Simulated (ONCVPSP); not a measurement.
# LDA (Perdew-Wang 92) ONCV dataset for titanium, scalar-relativistic all-electron reference.

Input for ONCVPSP 4.0.1:

```
# ATOM AND REFERENCE CONFIGURATION
# atsym  z   nc   nv     iexc    psfile
  Ti 22.00    3    5  -001012      upf
#
#   n    l    f
    1    0    2.00
    2    0    2.00
    2    1    6.00
    3    0    2.00
    3    1    6.00
    3    2    2.00
    4    0    1.75
    4    1    0.25
#
# PSEUDOPOTENTIAL AND OPTIMIZATION
# lmax
    2
#
#   l,   rc,      ep,       ncon, nbas, qcut
    0    1.55    0.00    4    9    9.60
    1    2.10    0.00    5    8    8.30
    2    2.25    0.00    4    9    7.60
#
# LOCAL POTENTIAL
# lloc, lpopt,  rc(5),   dvloc0
    4    1    1.00    6.00
#
# VANDERBILT-KLEINMAN-BYLANDER PROJECTORs
# l, nproj, debl
    0    2    1.30
    1    2    1.50
    2    2    3.30
#
# MODEL CORE CHARGE
# icmod, fcfact, rcfact
    0    0.00    0.00
#
# LOG DERIVATIVE ANALYSIS
# epsh1, epsh2, depsh
   -4.00    5.00    0.02
#
# OUTPUT GRID
# rlmax, drl
    6.00    0.01
#
# TEST CONFIGURATIONS
# ncnf
    4
# nvcnf
#   n    l    f
    5
    3    0    2.00
    3    1    6.00
    3    2    2.00
    4    0    2.00
    4    1    0.00
#
    5
    3    0    2.00
    3    1    6.00
    3    2    2.00
    4    0    1.00
    4    1    0.00
#
    5
    3    0    2.00
    3    1    6.00
    3    2    2.00
    4    0    0.00
    4    1    0.00
#
    5
    3    0    2.00
    3    1    6.00
    3    2    2.00
    4    0    0.00
    4    1    1.00
#
```

Command:

```bash
oncvpsp.x < Ti.dat > Ti.out
```

Resulting log (shortened: citation, most of the input echo, consistency checks and plot data are left out):

```
ONCVPSP  (Optimized Norm-Conservinng Vanderbilt PSeudopotential)
scalar-relativistic version 4.0.1

#   n    l    f        energy (Ha)
    1    0    2.00    -1.7846986E+02
    2    0    2.00    -1.9690429E+01
    2    1    6.00    -1.6328116E+01
    3    0    2.00    -2.3010959E+00
    3    1    6.00    -1.4382989E+00
    3    2    2.00    -1.7590130E-01
    4    0    1.75    -1.7650610E-01
    4    1    0.25    -6.2846199E-02

Reference configufation results
  iterations    27
  all-electron total energy (Ha)   -8.51696359D+02

Begin loop to  construct optimized pseudo wave functions
and semi-local pseudopoentials for all angular momenta

Calculating optimized projector #   1

 for l=   0

    Fraction of norm inside rc  0.912732
    Optimizing pswf for qcut=   9.60 a_B^-1,  ecut=  46.05 Ha
    Residual kinetic energy error=  1.48D-08 Ha

    Energy error per electron        Cutoff
         Ha          eV             Ha
         0.01000     0.27211       19.33
         0.00100     0.02721       26.32
         0.00010     0.00272       31.96
         0.00001     0.00027       36.68

Calculating optimized projector #   2

 for l=   0

    Fraction of norm inside rc  0.040222
    Optimizing pswf for qcut=   9.60 a_B^-1,  ecut=  46.05 Ha
    Residual kinetic energy error=  9.81D-09 Ha

    Energy error per electron        Cutoff
         Ha          eV             Ha
         0.01000     0.27211       11.44
         0.00100     0.02721       21.81
         0.00010     0.00272       28.93
         0.00001     0.00027       34.48

Calculating optimized projector #   1

 for l=   1

    Fraction of norm inside rc  0.971048
    Optimizing pswf for qcut=   8.31 a_B^-1,  ecut=  34.49 Ha
    Residual kinetic energy error=  2.02D-09 Ha

    Energy error per electron        Cutoff
         Ha          eV             Ha
         0.01000     0.27211       14.65
         0.00100     0.02721       19.04
         0.00010     0.00272       22.88
         0.00001     0.00027       26.13

Calculating optimized projector #   2

 for l=   1

    Fraction of norm inside rc  0.041158
    Optimizing pswf for qcut=   8.31 a_B^-1,  ecut=  34.49 Ha
    Residual kinetic energy error=  1.27D-09 Ha

    Energy error per electron        Cutoff
         Ha          eV             Ha
         0.01000     0.27211        8.93
         0.00100     0.02721       14.26
         0.00010     0.00272       19.04
         0.00001     0.00027       23.26

   Wellstate for l =  2  n =  6
     eigenvalue =   3.1241
     asymptotic potential =   3.6241
     half-point radius =  4.0268

Calculating optimized projector #   1

 for l=   2

    Fraction of norm inside rc  0.804726
    Optimizing pswf for qcut=   7.59 a_B^-1,  ecut=  28.81 Ha
    Residual kinetic energy error=  1.84D-07 Ha

    Energy error per electron        Cutoff
         Ha          eV             Ha
         0.01000     0.27211       16.49
         0.00100     0.02721       20.22
         0.00010     0.00272       23.08
         0.00001     0.00027       25.38

Calculating optimized projector #   2

 for l=   2

    Fraction of norm inside rc  0.190833
    Optimizing pswf for qcut=   7.59 a_B^-1,  ecut=  28.81 Ha
    Residual kinetic energy error=  1.98D-05 Ha

    Energy error per electron        Cutoff
         Ha          eV             Ha
         0.01000     0.27211       20.48
         0.00100     0.02721       24.11
         0.00010     0.00272       26.79
         0.00001     0.00027       35.84

Construct Vanderbilt / Kleinmman-Bylander projectors

B matrix Hermiticity error, ll=   0
   1   2    1.4091E-04

  Orthonormal projector coefficients  7.7361E+00  1.1521E+00

B matrix Hermiticity error, ll=   1
   1   2    5.5301E-05

  Orthonormal projector coefficients  1.6060E+00 -1.4038E+00

B matrix Hermiticity error, ll=   2
   1   2    9.3855E-05

  Orthonormal projector coefficients -2.8525E+00 -1.1712E+00

Pseudoatom total energy  -57.457334

Diagnostic tests using Vanderbilt-Kleinman-Bylander pseudopotentials
  1 or more projectors used as specified by nproj input data

   l    rcore       rmatch      e in        delta e   norm test  slope test

   0   1.5537797   1.6009558  -2.3010959   0.0000007   1.0001138   1.0001118
   0   1.5537797   1.6009558  -0.1765061   0.0000031   1.0000369   1.0000308

   1   2.1080770   2.1720827  -1.4382989   0.0000053   1.0000583   1.0000564
   1   2.1080770   2.1720827  -0.0628462   0.0000011   1.0000206   1.0000162

   2   2.2514601   2.3198193  -0.1759013  -0.0000005   1.0000254   1.0000293
   2   2.2514601   2.3198193   3.1240987   0.0000009   1.0000492   1.0000492

 Testing for bound ghosts
   n   l    E NL Schr. Eq   E Basis Diag.   E Cutoff

   1   0       -2.301095       -2.301091    144.98
   2   0       -0.176503       -0.066071    144.98

   2   1       -1.438294       -1.438289     68.58
   3   1       -0.062845       -0.006597     68.58

   3   2       -0.175902       -0.175126     87.48

 Testing for highly-localized positive-energy ghosts
       l    <radius>/rc     E Basis Diag.   E Cutoff

Test configuration 0

   n   l     f        eae           eps        diff
   1   0  2.0000 -178.46985632
   2   0  2.0000  -19.69042853
   2   1  6.0000  -16.32811551
   3   0  2.0000   -2.30109589   -2.30109523    6.59D-07
   3   1  6.0000   -1.43829885   -1.43829355    5.31D-06
   3   2  2.0000   -0.17590130   -0.17590181   -5.15D-07
   4   0  1.7500   -0.17650610   -0.17650298    3.12D-06
   4   1  0.2500   -0.06284620   -0.06284513    1.07D-06

    Total energies and differences
      AE_ref= -8.51696359D+02  AE_tst= -8.51696359D+02  dif=  0.00D+00
      PS_ref= -5.74573338D+01  PS_tst= -5.74573338D+01  dif=  4.97D-14
      PSP excitation error= -4.97D-14

Test configuration 1

   n   l     f        eae           eps        diff
   1   0  2.0000 -178.45687637
   2   0  2.0000  -19.67795495
   2   1  6.0000  -16.31562159
   3   0  2.0000   -2.28828505   -2.28815785    1.27D-04
   3   1  6.0000   -1.42551092   -1.42540458    1.06D-04
   3   2  2.0000   -0.16405499   -0.16397181    8.32D-05
   4   0  2.0000   -0.16882006   -0.16882651   -6.45D-06

    Total energies and differences
      AE_ref= -8.51696359D+02  AE_tst= -8.51724606D+02  dif= -2.82D-02
      PS_ref= -5.74573338D+01  PS_tst= -5.74855827D+01  dif= -2.82D-02
      PSP excitation error=  1.85D-06

Test configuration 2

   n   l     f        eae           eps        diff
   1   0  2.0000 -178.73136222
   2   0  2.0000  -19.94720071
   2   1  6.0000  -16.58532779
   3   0  2.0000   -2.55900775   -2.55995128   -9.44D-04
   3   1  6.0000   -1.69622116   -1.69695187   -7.31D-04
   3   2  2.0000   -0.42781689   -0.42841843   -6.02D-04
   4   0  1.0000   -0.38931355   -0.38925960    5.39D-05

    Total energies and differences
      AE_ref= -8.51696359D+02  AE_tst= -8.51447921D+02  dif=  2.48D-01
      PS_ref= -5.74573338D+01  PS_tst= -5.72089026D+01  dif=  2.48D-01
      PSP excitation error=  7.06D-06

Test configuration 3

   n   l     f        eae           eps        diff
   1   0  2.0000 -179.05615175
   2   0  2.0000  -20.26433794
   2   1  6.0000  -16.90312419
   3   0  2.0000   -2.87616906   -2.87888593   -2.72D-03
   3   1  6.0000   -2.01267984   -2.01483068   -2.15D-03
   3   2  2.0000   -0.73231406   -0.73400198   -1.69D-03

    Total energies and differences
      AE_ref= -8.51696359D+02  AE_tst= -8.50941027D+02  dif=  7.55D-01
      PS_ref= -5.74573338D+01  PS_tst= -5.67020581D+01  dif=  7.55D-01
      PSP excitation error=  5.66D-05

Test configuration 4

   n   l     f        eae           eps        diff
   1   0  2.0000 -178.77623876
   2   0  2.0000  -19.99080379
   2   1  6.0000  -16.62887203
   3   0  2.0000   -2.60360070   -2.60508628   -1.49D-03
   3   1  6.0000   -1.74045405   -1.74164333   -1.19D-03
   3   2  2.0000   -0.46805034   -0.46901841   -9.68D-04
   4   1  1.0000   -0.27132207   -0.27128934    3.27D-05

    Total energies and differences
      AE_ref= -8.51696359D+02  AE_tst= -8.51306574D+02  dif=  3.90D-01
      PS_ref= -5.74573338D+01  PS_tst= -5.70675819D+01  dif=  3.90D-01
      PSP excitation error=  3.31D-05
```

The run took about 5.9 s on one core of a shared server CPU.
